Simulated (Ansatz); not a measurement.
CH3FOSeSi, SMILES `FC1([SeH])O[SiH2]1`, relaxed with RKS PBE-D4/def2-SVP in the Gaussian-basis code of Ansatz from a rough embedded geometry. The force threshold is 0.03 eV/Å; the program also tests the step.

Charge 0, multiplicity 1.

Start:

```xyz
8

F     0.371   -1.759   -0.677
C     0.083   -0.691    0.159
Se    1.253   -0.324    1.639
O    -1.179   -0.512    0.523
Si   -0.773    0.761   -0.609
H     2.438   -0.058    0.678
H    -0.766    2.024    0.149
H    -1.427    0.559   -1.862
```

(1) By how much does the energy fall, and how many steps does the optimiser take? (Estimate.)

(2) Which bonds change most? (Best estimate.)

(3) Give the relaxed structure. (Best estimate.)

Answers

(1) The calculation gave: 35.71 kJ/mol, in 6 steps, 1 of them rejected.

(2) Ansatz gave: C2–O4 from 1.326 to 1.401 Å; Si5–H8 from 1.428 to 1.494 Å; Se3–H6 from 1.549 to 1.486 Å; C2–Se3 from 1.922 to 1.974 Å.

(3) The calculation gave: 
```xyz
8

F     0.464   -1.708   -0.610
C     0.154   -0.599    0.122
Se    1.368   -0.379    1.663
O    -1.190   -0.547    0.513
Si   -0.873    0.769   -0.597
H     2.576   -0.286    0.803
H    -0.928    2.130    0.016
H    -1.570    0.619   -1.910
```
